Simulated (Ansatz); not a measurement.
WOCl₃, SMILES [O]=[W]([Cl])([Cl])[Cl] (connectivity only; charge and spin as stated), neutral, multiplicity 2.

Geometry optimised at PBE0-D3(BJ)/def2-SVP. The spin state was assumed, not searched. The def2 effective core potentials stand for the cores of W; spin–orbit coupling is left out.

Two levels are set side by side: PBE/def2-TZVPD (Ansatz, an electronic-structure program) and CAM-B3LYP/def2-TZVPD (Ansatz). Energy differences of separate SCF runs at the same geometry; the states with an electron removed or added have multiplicity 1 and 3. Differences are taken from unrounded values.

| quantity | PBE |
|---|---|
| vertical ionisation energy (eV) | 8.01 |
| vertical electron affinity (eV) | 1.74 |

Task: These are the PBE values. What does CAM-B3LYP give? (The exact figures need the calculation; the answer reports its results.)

Result: 
```json
[
 {"quantity": "vertical ionisation energy (eV)", "CAM-B3LYP": "8.74", "PBE minus CAM-B3LYP": "-0.73"},
 {"quantity": "vertical electron affinity (eV)", "CAM-B3LYP": "2.19", "PBE minus CAM-B3LYP": "-0.45"}
]
```
